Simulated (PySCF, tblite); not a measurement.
Calculations on `C=C(C)COB[AsH2]`, in the order of a workflow; each names the level of the geometry that it ran on. Settings lines and outputs come from a driver script.

Compound: C4H10AsBO.
Numbering: `[CH2:1]=[C:2]([CH3:3])[CH2:4][O:5][BH:6][AsH2:7]` (hydrogens: H8, H9 on C1; H10, H11, H12 on C3; H13, H14 on C4; H15 on B6; H16, H17 on As7)

Step 1: GFN2-xTB geometry optimisation, gas phase (tblite 0.8.0) (from a force-field or distance-geometry start)
```json
{"job": {"kind": "relax", "xc": "GFN2-xTB", "basis": "xTB"}, "charge": 0, "multiplicity": 1}
```
```
step      E/eV     max force
  0    -579.13039    2.628
  1    -579.31704    1.531
  2    -579.38898    1.076
...
104    -580.46986    0.031
105    -580.46995    0.023
106    -580.47002    0.019
107    -580.47008    0.012
108    -580.47011    0.009
```

Energy lowered by 30.9 kcal/mol over 108 steps; largest atomic force 0.009 eV/Å at the end. «max force» is the largest atomic force in eV/Å.

On an Intel Xeon at 2.50 GHz with one thread, no GPU (shared host), this took 1.9 s of wall time.

Step 2: GFN2-xTB harmonic vibrations, gas phase (tblite 0.8.0) (on the GFN2-xTB geometry)
```json
{"job": {"kind": "ir", "xc": "GFN2-xTB", "basis": "xTB"}, "charge": 0, "multiplicity": 1}
```
```
(table of modes left out)
```

45 modes from 36 to 3129 cm⁻¹ (unscaled, harmonic); zero-point energy 80.1 kcal/mol; all wavenumbers are real at this level.

Hardware: one thread, Intel Xeon at 2.50 GHz (x86_64), no GPU, shared host with 64 logical CPUs at a one-minute load of 61. Cost: 1.6 s.

Step 3: TDDFT B3LYP/def2-SVPD, vertical, gas phase, core orbitals frozen in the response (PySCF 2.14.0, density-fitted response routines) (on the GFN2-xTB geometry)
```json
{"job": {"kind": "uv", "xc": "B3LYP", "basis": "def2-SVPD", "nstates": 8, "ntriplets": 3}, "charge": 0, "multiplicity": 1}
```
```
...
Static polarisability (au): isotropic 101.637, principal 80.658 97.199 127.052
Singlet excitations
state   eV       nm        f      main configurations
  1   5.1112    242.6   0.03787   H->L 0.94
  2   5.7777    214.6   0.01357   H-1->L 1.00
  3   6.0870    203.7   0.01728   H->L+1 0.50, H->L+2 0.36, H->L+3 0.12
  4   6.1692    201.0   0.01275   H->L+1 0.49, H->L+2 0.43
  5   6.3914    194.0   0.03629   H->L+4 0.64, H->L+3 0.15, H-2->L 0.10
  6   6.4413    192.5   0.04630   H-2->L 0.78, H->L+3 0.08
  7   6.5827    188.3   0.00081   H-1->L+2 0.90
  8   6.6789    185.6   0.08307   H->L+3 0.52, H->L+4 0.27, H->L+2 0.12
Triplet excitations (Tamm-Dancoff, eV): 4.4210 4.5379 5.5648
```

HOMO -6.81 eV, LUMO -0.74 eV; lowest singlet 5.11 eV; lowest triplet 4.42 eV (Tamm–Dancoff); mean polarisability 101.6 au.

On one thread of an Intel Xeon at 2.50 GHz, no GPU, on a shared host, this took 1.9 min and 0.98 GiB of memory at its peak.

Geometry of the electronic-property runs (GFN2-xTB):
```
atom  x, y, z in Å
C1    -1.3145   -0.2301    1.3998
C2    -1.3179   -0.1450    0.0807
C3    -2.5675    0.0164   -0.7308
C4    -0.0533   -0.2033   -0.7435
O5     1.1020   -0.3346    0.0473
B6     2.0088    0.6104    0.2458
As7    3.4432    0.1483    1.5932
H8    -0.4019   -0.3499    1.9597
H9    -2.2272   -0.1892    1.9689
H10   -3.4432    0.0178   -0.0884
H11   -2.5412    0.9519   -1.2893
H12   -2.6619   -0.7968   -1.4496
H13    0.0137    0.7013   -1.3665
H14   -0.0985   -1.0757   -1.4095
H15    1.9294    1.6660   -0.2915
H16    3.5456   -1.2836    1.1635
H17    4.5775    0.5082    0.6734
```

 (This holds for the electronic-property runs.)

One conformer stands for the species.
